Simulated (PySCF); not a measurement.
An equivalent PySCF input for Se³⁺ (selenium, charge +3), [Ar] 3d10 4s2 4p1, 2P determinant, with scalar relativity through the core potential:

```python
from pyscf import gto, scf, dft, mp, cc
import basis_set_exchange as bse
txt = bse.get_basis("aug-cc-pVQZ-PP", elements=["Se"], fmt="nwchem", header=False)
cut = txt.index("\nECP")
mol = gto.M(atom="Se 0 0 0", charge=3, spin=1, symmetry="D2h",
            basis=gto.basis.parse(txt[:cut]),
            ecp={"Se": gto.basis.parse_ecp(txt[cut:])})
mf = dft.UKS(mol, xc="PBE")
mf.irrep_nelec = {'Ag': (4, 4), 'B1g': (1, 1), 'B2g': (1, 1), 'B3g': (1, 1), 'B1u': (1, 1), 'B2u': (2, 1), 'B3u': (1, 1)}
mf.kernel()
```

It reaches the same state as the run whose output follows, with an energy that differs only through the grid. The run itself started from symmetry-adapted Hartree-Fock orbitals and held the occupation by maximum overlap, on a logarithmic radial grid, so the iterations belong to that start.

```
SCF conv_tol = 1e-09
number electrons alpha = 11  beta = 10
XC functionals = PBE
    J. P. Perdew, K. Burke, and M. Ernzerhof.,  Phys. Rev. Lett. 77, 3865 (1996)
    J. P. Perdew, K. Burke, and M. Ernzerhof.,  Phys. Rev. Lett. 78, 1396 (1997)
    J. P. Perdew, K. Burke, and M. Ernzerhof.,  Phys. Rev. Lett. 77, 3865 (1996)
    J. P. Perdew, K. Burke, and M. Ernzerhof.,  Phys. Rev. Lett. 78, 1396 (1997)
cycle= 1 E= -370.833303574292  delta_E= -0.00946  |g|= 0.0983  |ddm|= 0.997
cycle= 2 E= -370.833596259608  delta_E= -0.000293  |g|= 0.0827  |ddm|= 0.335
cycle= 3 E= -370.834399748412  delta_E= -0.000803  |g|= 0.00109  |ddm|= 0.168
cycle= 4 E= -370.834399976742  delta_E= -2.28e-07  |g|= 7.46e-05  |ddm|= 0.00401
cycle= 5 E= -370.834399978329  delta_E= -1.59e-09  |g|= 8.8e-07  |ddm|= 0.000268
cycle= 6 E= -370.834399978329  delta_E= -3.41e-13  |g|= 9e-08  |ddm|= 3.28e-06
converged SCF energy = -370.834399978329  <S^2> = 0.75150256  2S+1 = 2.001502
```

Energies and moments cover only the electrons outside the core potential.
